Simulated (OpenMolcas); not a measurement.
Ru5+ among 2 point charges of -1.5 e arranged as a linear pair (D∞h).

| Item | Value |
| --- | --- |
| Program | OpenMolcas 26.06 |
| Method | SS-CASPT2, IPEA 0.25 Eh, imaginary shift 0.1 Eh (closed shells correlated: 4s 4p) |
| Basis | ANO-RCC-VDZP [6s5p3d1f] |
| Scalar Hamiltonian | DKH2, point nucleus |
| Active space | 3 electrons in 5 orbitals (4d) |
| State averaging | 2S+1 = 4 even, 10 roots; 2S+1 = 2 even, 40 roots |
| Spin-orbit coupling | state interaction with AMFI integrals over the reference wave functions |

All point charges move together. At R = 2.08 Å the first state of the same spin is 1590 cm-1, and at R = 2.18 Å it is 1180 cm-1.

Task: A third run gives 2550 cm-1. What distance was it run at?

Result: With a power law R^-n the two known points give n = -ln(1180 / 1590) / ln(2.18 / 2.08) = 6.35. Then R = 2.08 × (1590 / 2550)^(1/6.35) = 1.931 Å. The run was at 1.93 Å, so the estimate is off by +0.001 Å.

Roots that are degenerate in the reference are averaged as groups; the widest CASPT2 spread within a group is 46 cm-1 (the 2-fold group of multiplicity 2 near 37700 cm-1 above the lowest state of its run, R = 2.18). Shifts and gaps below about the spread of the groups concerned are not significant. Free-ion shares, where given, are those of the reference states; single-state CASPT2 does not remix them. Spin-orbit coupling mixes the spin-free states strongly: the lowest level takes only 68 % from its leading state, 4Π (figures for R = 2.08; the like holds for R = 2.18). This is an electrostatic model: the charges have no orbitals. No measured value stands beside these numbers.
